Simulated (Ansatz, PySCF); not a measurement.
Si(H)(F)(vinyl)(OH) (C2H5FOSi), SMILES C=C[SiH](O)F. Atoms are numbered in the order given.

```xyz
10

Si     0.2197    -0.2087    -0.6004
O      1.7208     0.4781    -0.6457
F      0.2456    -1.5528     0.3183
C     -1.0427     0.9013     0.1836
C     -1.7250     0.5384     1.2771
H     -0.0763    -0.6088    -1.9938
H      2.0241     0.9100     0.1585
H     -1.2365     1.8900    -0.2532
H     -2.4656     1.1941     1.7487
H     -1.5681    -0.4391     1.7460
```
Charge 0, spin multiplicity 1.

Geometry optimised at PBE0-D3(BJ)/def2-SVP. The structure was generated by enumeration, and PubChem lists no compound with its InChIKey, so it may never have been made. One conformer was computed; it need not be the lowest.

Two levels are set side by side: PBE-D3(BJ)/def2-SVP (Ansatz, a first-principles code) and PBE0-D3(BJ)/def2-SVP (Ansatz). Each level has its own optimised geometry; the coordinates shown are those of the second. Frequencies come from the Hessian of PySCF at each geometry. Differences are taken from unrounded values.

```tsv
quantity	PBE0-D3(BJ)
mean bond length (Å)	1.356
bond Si1–O2 (Å)	1.651
bond Si1–F3 (Å)	1.628
bond Si1–C4 (Å)	1.855
bond C4–C5 (Å)	1.339
bond Si1–H6 (Å)	1.480
bond O2–H7 (Å)	0.962
bond C4–H8 (Å)	1.098
bond C5–H9 (Å)	1.096
bond C5–H10 (Å)	1.095
highest harmonic wavenumber (cm⁻¹)	3930
mean harmonic wavenumber (cm⁻¹)	1264
zero-point energy (kcal/mol)	43.37
```

Problem. What does PBE-D3(BJ) give, and how far is it from PBE0-D3(BJ)? (An estimate is asked for; the answer gives what the named calculation found.)

Solution. 
```json
[
 {"quantity": "mean bond length (Å)", "PBE-D3(BJ)": "1.367", "PBE-D3(BJ) minus PBE0-D3(BJ)": "0.011"},
 {"quantity": "bond Si1–O2 (Å)", "PBE-D3(BJ)": "1.669", "PBE-D3(BJ) minus PBE0-D3(BJ)": "0.018"},
 {"quantity": "bond Si1–F3 (Å)", "PBE-D3(BJ)": "1.644", "PBE-D3(BJ) minus PBE0-D3(BJ)": "0.016"},
 {"quantity": "bond Si1–C4 (Å)", "PBE-D3(BJ)": "1.865", "PBE-D3(BJ) minus PBE0-D3(BJ)": "0.010"},
 {"quantity": "bond C4–C5 (Å)", "PBE-D3(BJ)": "1.349", "PBE-D3(BJ) minus PBE0-D3(BJ)": "0.010"},
 {"quantity": "bond Si1–H6 (Å)", "PBE-D3(BJ)": "1.491", "PBE-D3(BJ) minus PBE0-D3(BJ)": "0.012"},
 {"quantity": "bond O2–H7 (Å)", "PBE-D3(BJ)": "0.974", "PBE-D3(BJ) minus PBE0-D3(BJ)": "0.012"},
 {"quantity": "bond C4–H8 (Å)", "PBE-D3(BJ)": "1.106", "PBE-D3(BJ) minus PBE0-D3(BJ)": "0.008"},
 {"quantity": "bond C5–H9 (Å)", "PBE-D3(BJ)": "1.104", "PBE-D3(BJ) minus PBE0-D3(BJ)": "0.008"},
 {"quantity": "bond C5–H10 (Å)", "PBE-D3(BJ)": "1.104", "PBE-D3(BJ) minus PBE0-D3(BJ)": "0.008"},
 {"quantity": "highest harmonic wavenumber (cm⁻¹)", "PBE-D3(BJ)": "3759", "PBE-D3(BJ) minus PBE0-D3(BJ)": "-171"},
 {"quantity": "mean harmonic wavenumber (cm⁻¹)", "PBE-D3(BJ)": "1221", "PBE-D3(BJ) minus PBE0-D3(BJ)": "-43"},
 {"quantity": "zero-point energy (kcal/mol)", "PBE-D3(BJ)": "41.89", "PBE-D3(BJ) minus PBE0-D3(BJ)": "-1.49"}
]
```

GGA bonds tend to be longer and softer than those of functionals with exact exchange. Differences between two approximate levels are no errors against the true value.
